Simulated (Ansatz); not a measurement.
Isomers of CH7NSn, B3LYP-D3(BJ)/def2-TZVP minima from an xTB search, which can miss the lowest.
Isomer 1, SMILES [CH3][SnH2][NH2] (charge 0, multiplicity 1):
```tsv
atom	x (Å)	y (Å)	z (Å)
C	-1.6126	-0.2526	0.0104
Sn	0.3033	0.7238	0.0408
N	1.6804	-0.7583	-0.3082
H	-1.6677	-0.9764	0.8224
H	-2.4135	0.4756	0.1303
H	-1.7334	-0.7714	-0.9389
H	0.5502	1.5305	1.5465
H	0.5079	1.8329	-1.2499
H	2.6045	-0.4009	-0.5204
H	1.7810	-1.4032	0.4671
```
Isomer 2, SMILES C[NH][SnH3] (charge 0, multiplicity 1):
| atom | x (Å) | y (Å) | z (Å) |
|---|---|---|---|
| C | 1.4362 | 0.2293 | -0.3156 |
| N | 0.4476 | -0.3007 | 0.6196 |
| Sn | -1.5340 | -0.0287 | 0.1987 |
| H | 1.4483 | -0.2555 | -1.3023 |
| H | 2.4403 | 0.1417 | 0.1095 |
| H | 1.2517 | 1.2942 | -0.4771 |
| H | 0.6575 | -1.2605 | 0.8623 |
| H | -1.7924 | 1.6604 | 0.2632 |
| H | -1.9555 | -0.6111 | -1.3675 |
| H | -2.3996 | -0.8690 | 1.4090 |

Frozen-core correlation. Filled d and f shells under p-block atoms count as core. MP2 and its Hartree–Fock in def2-QZVPP are density fitted.

Codes used: Ansatz (Gaussian basis) for Hartree–Fock, density functionals and correlated methods. Values without a source in brackets are computed. In def2 rows elements past Kr take small-core potentials, without spin–orbit coupling.

The energy of isomer 2 above isomer 1 is E(isomer 2) − E(isomer 1). Total energies (hartree):

```csv
level,isomer 2,isomer 1
HF/def2-TZVPP,-309.7465011,-309.7710849
MP2/def2-TZVPP,-310.2599396,-310.2893475
HF/def2-QZVPP,-309.7534276,-309.7780398
MP2/def2-QZVPP,-310.3015003,-310.3313537
MP2/def2-SVP,-310.0362148,-310.0578669
CCSD(T)/def2-SVP,-310.0945714,-310.1139986
```

Q: Work out the energy of isomer 2 above isomer 1 at the basis-set limit: extrapolate the MP2 correlation part as X⁻³, take Hartree–Fock from the larger set, and add the CCSD(T) − MP2 difference of def2-SVP.

A: 
1. Differences (1 hartree = 627.509 kcal/mol): HF/def2-TZVPP 15.427; MP2/def2-TZVPP 18.454; HF/def2-QZVPP 15.444; MP2/def2-QZVPP 18.733; MP2/def2-SVP 13.587; CCSD(T)/def2-SVP 12.191.
2. Correlation parts, MP2 less HF: 3.027 in def2-TZVPP (X = 3), 3.289 in def2-QZVPP (X = 4).
3. Limit (4³·(3.289) − 3³·(3.027))/(4³ − 3³) = 3.480; with HF/def2-QZVPP it gives 18.924.
4. CCSD(T) less MP2 in def2-SVP: -1.396.
Result: 17.53 kcal/mol, against 18.45 at MP2/def2-TZVPP. It is an estimate of this method's limit, not of the exact value.

Ansatz is a first-principles code.
